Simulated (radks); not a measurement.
Results of a calculation; reference values are marked as such.
Valence configurations of Br2+ (all share [Ar]). Level of theory: Dirac Kohn-Sham, BLYP, spin-unpolarised, spherical densities, point nucleus; open shells fill j = l - 1/2 first (a radial shooting solver on a logarithmic mesh with Libxc functionals). Energies are relative to 3d10 4s2 4p3; eigenvalues in eV.

valence           E (eV)  e(3d3/2)  e(3d5/2)  e(4p1/2)  e(4p3/2)  e(4s1/2)
3d10 4s2 4p3       0.000   -91.092   -90.003   -28.453   -27.800   -41.628
3d10 4s1.5 4p3.5   6.934   -91.891   -90.800   -28.814   -28.152   -42.060
3d10 4s1 4p4      13.908   -92.677   -91.586   -29.168   -28.498   -42.484
3d10 4p5          27.970   -94.216   -93.124   -29.856   -29.169         -
3d9.5 4s2 4p3.5   32.456   -97.714   -96.596   -29.650   -28.952   -43.221
3d9.5 4s1 4p4.5   46.800   -99.248   -98.129   -30.340   -29.625   -44.043
3d9 4s2 4p4       67.666   -104.45   -103.31   -30.834   -30.091   -44.789
3d9 4s1 4p5       82.433   -105.94   -104.79   -31.501   -30.742   -45.579
3d8 4s2 4p5       146.60   -118.28   -117.07   -33.171   -32.337   -47.853
3d7 4s2 4p6       237.29   -132.54   -131.28   -35.476   -34.550   -50.836

NIST lists [Ar] 3d10 4s2 4p3 as the ground configuration; this level of theory agrees among the configurations tried. The energies are those of spherical spin-averaged densities, not of single terms.
